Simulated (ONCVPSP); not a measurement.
Configuration tests for Ne (Z = 10) (ONCV)

neon (Ne), optimised norm-conserving Vanderbilt (ONCV), made with ONCVPSP 4.0.1 (PBE, non-relativistic). Core [He], reference 2s2 2p6. Waves: 2s: rc 0.75 bohr, ncon 3, nbas 6, qcut 9.6 1/bohr, 1 projector; 2p: rc 0.80 bohr, ncon 5, nbas 8, qcut 9.2 1/bohr, 2 projectors, debl 3.5 Ha. Local part: polynomial inside 0.75 bohr (lpopt 5, dvloc0 -1 Ha). Core correction: none.

Energies are relative to the spin-unpolarised reference configuration 2s2 2p6; without spin polarisation the order of configurations can differ from experiment.

```json
{"valence configuration": "2s2 2p4", "charge": "+2", "ΔE all-electron (eV)": "65.772", "error AE − PS (meV)": "+56"}
{"valence configuration": "2s2 2p3", "charge": "+3", "ΔE all-electron (eV)": "133.209", "error AE − PS (meV)": "+224"}
{"valence configuration": "2s1 2p6", "charge": "+1", "ΔE all-electron (eV)": "45.748", "error AE − PS (meV)": "+14"}
```

Problem. What are ΔE and the potential's error for 2s2 2p5?

Solution. ΔE = 22.491 eV all-electron; the error (AE − PS) is +7.0 meV.
